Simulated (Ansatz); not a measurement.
`C[B](F)[SnH3]` and `C[B](F)[SbH][Cl]` differ in one atom or group.

Ansatz, PBE0-D4/def2-TZVP geometries, multiplicity 1. Each molecule was computed in one conformer, which needn't be the lowest.

Elements past krypton have def2 core potentials.

| property | `C[B](F)[SnH3]` |
| --- | --- |
| size of the dipole moment (ωB97M-V/def2-TZVPP) / D | 1.57 |
| size of the dipole moment (PBE/def2-TZVPP) / D | 1.62 |
| HOMO energy (B3LYP/def2-TZVPP) / eV | -7.41 |
| size of the dipole moment (B3LYP/def2-TZVPP) / D | 1.60 |
| HOMO–LUMO gap (PBE0/def2-TZVPP) / eV | 6.34 |
| LUMO energy (ωB97M-V/def2-TZVPP) / eV | 0.71 |

Q: What does the change do to each property? (Best estimate.)

A: The calculation gave: 
```csv
property,`C[B](F)[SbH][Cl]`,shift
size of the dipole moment (ωB97M-V/def2-TZVPP) / D,1.75,0.18
size of the dipole moment (PBE/def2-TZVPP) / D,1.66,0.04
HOMO energy (B3LYP/def2-TZVPP) / eV,-6.89,0.52
size of the dipole moment (B3LYP/def2-TZVPP) / D,1.68,0.08
HOMO–LUMO gap (PBE0/def2-TZVPP) / eV,5.50,-0.84
LUMO energy (ωB97M-V/def2-TZVPP) / eV,0.25,-0.46
```

With PBE0 the HOMO rises by 0.51 eV and the LUMO falls by 0.33 eV, so the gap narrows by about 0.84 eV. PBE moves the HOMO by 0.43 eV and ωB97M-V by 0.58 eV. Dipoles are sizes alone; their direction can turn.

B3LYP here is the variant with VWN-RPA as its local correlation; programs differ in this.

Spin–orbit coupling is left out; it splits and shifts lone-pair levels of the heavy atoms by tenths of an eV.
